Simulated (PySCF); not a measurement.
Simulation results for B2FH3N

Computed with PySCF 2.14.0. Calculation on a computer-drawn molecule: the log of a Hartree-Fock and frozen-core CCSD(T) single point meant for a local Hartree-Fock minimum, with one planted fault or none, to be diagnosed. Offsets are logged minus clean, where the clean run is the same molecule without the fault. The reference is restricted for singlets and unrestricted otherwise, and also for a bond in bohr or an excited solution. Adding or removing an electron swaps singlet and doublet. The excited solution moves the top pair (singlet) or top alpha electron (doublet) to the lowest empty orbital. Highest occupied and lowest empty are orbital energies over both spins, largest force is the largest gradient component, triples share is (T) over the correlation energy, the T1 limit is 0.02 restricted and 0.045 unrestricted, electrons count all cores, a negative frequency is imaginary (commonest isotopes), and the dipole is about the centre of nuclear charge.

```json
{"formula": "B2FH3N", "logged_structure": {"atoms_angstrom": [["B", -2.2034, 1.8574, 1.8016], ["B", -0.8968, 0.7188, 2.0265], ["N", -0.4893, 0.1682, 3.2946], ["F", -0.2203, 0.2659, 0.8888], ["H", -2.4204, 3.0677, 1.7418], ["H", 0.2666, -0.5323, 3.3649], ["H", -0.9235, 0.4161, 4.1949]]}, "given": {"meant_charge": 0, "meant_multiplicity": 2, "meant_basis": "cc-pVDZ", "logged_electrons": 29, "logged_basis_functions": 71, "logged_SCF_converged": "yes", "logged_spin_squared": 0.7591, "logged_highest_occupied [eV]": -8.8239, "logged_lowest_empty [eV]": 1.4919, "logged_largest_force [hartree/bohr]": 0.029204, "logged_T1_diagnostic": 0.015465, "logged_D1_diagnostic": 0.056855, "logged_triples_share": 0.023648, "logged_CC_converged": "yes", "logged_dipole_magnitude [debye]": 2.566, "logged_SCF_stable_within_its_kind": "yes", "logged_energy_HF [hartree]": -205.03127, "logged_energy_CCSD(T) [hartree]": -205.57132, "possible_faults": "no fault, one electron removed, one electron added, multiplicity raised by two, geometry at a saddle point, SCF held on an excited solution, minimal basis STO-3G, one bond length entered in bohr, all coordinates scaled", "drawn_bonds_atom": [1, 2, 2, 1, 3, 3], "drawn_bonds_other_atom": [2, 3, 4, 5, 6, 7], "drawn_bonds_order": [1, 1, 1, 1, 1, 1]}, "results": {"planted_fault": "all coordinates scaled, by +3.3 %", "HF_energy_offset_from_clean_run [kcal/mol]": 4.513, "CCSD(T)_energy_offset_from_clean_run [kcal/mol]": 1.372}}
```
